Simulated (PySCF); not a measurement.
**Where the electron goes**

Species: C7H12SSi.
Cartesian coordinates in Å at the PBE0-D3(BJ)/def2-SVP level; atoms count from 1:
```xyz
21
C7H12SSi angstrom
C     -0.5409    2.8351   -1.1865
C     -0.4640    1.7199   -0.7118
C     -0.4651    0.3840   -0.2090
C     -1.6264   -0.4706   -0.6702
C     -2.9017   -0.1893    0.1169
C      0.4889   -0.0447    0.6561
C      0.5414   -1.3941    1.2934
S      1.8089    1.0564    1.1757
Si     3.0462    0.7747   -0.5570
H     -0.5801    3.8311   -1.5867
H     -1.3622   -1.5354   -0.6015
H     -1.7978   -0.2615   -1.7380
H     -2.7704   -0.4330    1.1823
H     -3.7440   -0.7835   -0.2688
H     -3.1768    0.8742    0.0501
H     -0.3039   -2.0342    1.0098
H      0.5435   -1.2895    2.3902
H      1.4794   -1.9097    1.0295
H      3.2739   -0.6857   -0.7790
H      2.4378    1.3684   -1.7820
H      4.3427    1.4503   -0.2556
```

Computed, not measured: PySCF 2.14.0, density-fitted response routines, TDDFT wB97X-D/def2-SVPD, vertical, gas phase, core orbitals frozen in the response.

Frontier orbitals with the atoms that hold most of them (Löwdin shares over 4%, at most four atoms; ? is withheld):

```tsv
orbital	ε (eV)	atoms
LUMO+2	2.00	Si9 29%, S8 21%, H19 8%, C1 6%
LUMO+1	1.74	S8 32%, Si9 25%, H19 8%, H20 7%
LUMO	0.62	C6 24%, C3 19%, C1 15%, C2 12%
HOMO	-8.42	?
HOMO-1	-8.81	?
HOMO-2	-9.91	C1 37%, C2 34%, C3 6%, C4 5%
HOMO-3	-10.71	S8 24%, C2 24%, C1 19%, C3 8%
```

(1) Which atoms hold the HOMO-1, and with what shares?

(2) Give the leading atoms of the HOMO.

(3) How does S1 compare with the orbital gap of 9.04 eV?

(4) One configuration dominates each of S1 and S3. Which, and how do the shares of the two leading atoms of either orbital change from the occupied to the empty one?

Results:

(1) S8 (bonded to C and Si) 59%; Si9 (bonded to S and 3 H) 8%; C6 (bonded to 2 C and S) 7%; C2 (bonded to 2 C) 6%. By element: sulfur 59%, carbon 14% or more, silicon 8%.

(2) C6 (bonded to 2 C and S) 21%; C3 (bonded to 3 C) 18%; C1 (bonded to C and H) 16%; S8 (bonded to C and Si) 15%. By element: carbon 55% or more, sulfur 15%.

(3) S1 is at 4.82 eV (f = 0.023), 4.21 eV below the gap, made of HOMO-1→LUMO (72%), HOMO→LUMO (24%). Its leading pair isn't HOMO and LUMO; the energies of that pair differ by 9.43 eV. 

(4) 
- S1 (4.82 eV, f 0.023), HOMO-1→LUMO (72%): S8 59% → at most 12%, Si9 8% → at most 12%, C6 7% → 24%, C3 at most 7% → 19%
- S3 (5.50 eV, f 0.0027), HOMO-2→LUMO (85%): C1 37% → 15%, C2 34% → 12%, C6 at most 5% → 24%, C3 6% → 19%

Löwdin shares depend on the basis, the more so with diffuse functions.

One conformer stands for the species.
